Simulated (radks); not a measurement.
Results of a calculation; reference values are marked as such.
Charge is removed step by step from the 1s level of Ge23+, starting from [He] 2s2 2p5. Code: a radial shooting solver on a logarithmic mesh with Libxc functionals. Model: scalar-relativistic Kohn-Sham, PBE, spin-unpolarised, spherical densities, finite nucleus; Fermi nuclear charge, rms radius 4.0742 fm.

| removed (e) | E - E(0) (eV) | eigenvalue (eV) | E minus straight line (eV) |
|---|---|---|---|
| 0 | 0.000 | -12107.5 | 0.000 |
| 0.125 | 1516.8 | -12165.3 | -25.141 |
| 0.25 | 3040.7 | -12222.9 | -43.068 |
| 0.375 | 4571.9 | -12280.5 | -53.791 |
| 0.5 | 6110.3 | -12338.0 | -57.325 |
| 0.625 | 7655.9 | -12395.2 | -53.687 |
| 0.75 | 9208.5 | -12452.3 | -42.901 |
| 0.875 | 10768.4 | -12509.2 | -24.994 |
| 1 | 12335.3 | -12565.7 | 0.000 |

Removing the whole electron costs 12335.3 eV by Delta-SCF, against 12107.5 eV from minus the eigenvalue at the starting occupation. Slater's transition state (half an electron removed) gives 12338.0 eV. Integrating minus the eigenvalue over the occupation (Janak's theorem) gives 12337.5 eV. In this scalar-relativistic scheme the density is built from large components alone, so the theorem holds only approximately. The mean slope of the eigenvalue, de/dn, is 458 eV per electron.
